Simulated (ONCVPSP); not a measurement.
## What the settings do to the ONCV potential of manganese

Base potential:

```
Element                 : manganese
Generator               : ONCVPSP 4.0.1
Type                    : optimised norm-conserving Vanderbilt (ONCV)
Functional              : LDA (Perdew-Wang 92)
Relativity              : scalar-relativistic
Frozen core             : [Ne]
Valence charge          : 15
Reference configuration : 3s2 3p6 3d5 4s1 (charge +1)
Partial waves           : 3s+4s: rc 1.45 bohr, ncon 4, nbas 7, qcut 11 1/bohr, 2 projectors; 3p: rc 0.95 bohr, ncon 5, nbas 8, qcut 8.7 1/bohr, 2 projectors, debl 2.1 Ha; 3d: rc 1.50 bohr, ncon 3, nbas 7, qcut 8.3 1/bohr, 3 projectors, debl 1.7 Ha
Local potential         : polynomial inside 0.75 bohr (lpopt 5, dvloc0 -1 Ha)
Core correction         : Teter function fitted to the true core (icmod 2), fcfact 0.5
```

In the p channel the program set the typed energies aside and used -2.308, 0.250 Ha.

All-electron outer shells of the reference configuration (LDA (PZ), scalar-relativistic, ld1.x):

```json
{"shell": "2p", "level (eV)": "-637.98", "outermost node (bohr)": "–", "outermost maximum (bohr)": "0.19"}
{"shell": "3s", "level (eV)": "-93.71", "outermost node (bohr)": "0.34", "outermost maximum (bohr)": "0.74"}
{"shell": "3p", "level (eV)": "-62.80", "outermost node (bohr)": "0.31", "outermost maximum (bohr)": "0.75"}
{"shell": "3d", "level (eV)": "-15.21", "outermost node (bohr)": "–", "outermost maximum (bohr)": "0.75"}
{"shell": "4s", "level (eV)": "-12.17", "outermost node (bohr)": "1.05", "outermost maximum (bohr)": "2.35"}
```

Cutoffs, loose and tight: the cutoffs (Ha) at which the residual kinetic energy of the hardest occupied pseudo-wave falls to 1 and 0.1 mHa per electron. They do not see the model core or the augmentation charge, which bear on the density cutoff. Test errors are all-electron minus pseudo excitation energies from the reference, over the configurations 3s2 3p6 3d5 4s2; 3s2 3p6 3d5 4s0; 3s2 3p6 3d4 4s0; 3s2 3p6 3d5 4s1 4p1. A dash means not determined; rows that change the core or the reference have their own tests.

```csv
change,outcome,"cutoff, loose","cutoff, tight",bound ghosts,GHOST(+) flags above zero,largest test error (meV)
base,"generated, projector energies reset by the program",88 Ha,194 Ha,none,s,+54
"s: ncon 3, nbas 6","generated, projector energies reset by the program",88 Ha,194 Ha,none,s,+54
```

Q: What comes out with this change to the base: reference 3s2 3p6 3d5 4s2?

A: outcome: generated; cutoff, loose: 88 Ha; cutoff, tight: 194 Ha; bound ghosts: none; GHOST(+) flags above zero: s; largest test error (meV): +33.

Q: What comes out with this change to the base: p: rc 0.9?

A: outcome: generated, projector energies reset by the program; cutoff, loose: 104 Ha; cutoff, tight: 216 Ha; bound ghosts: none; GHOST(+) flags above zero: s; largest test error (meV): +54.
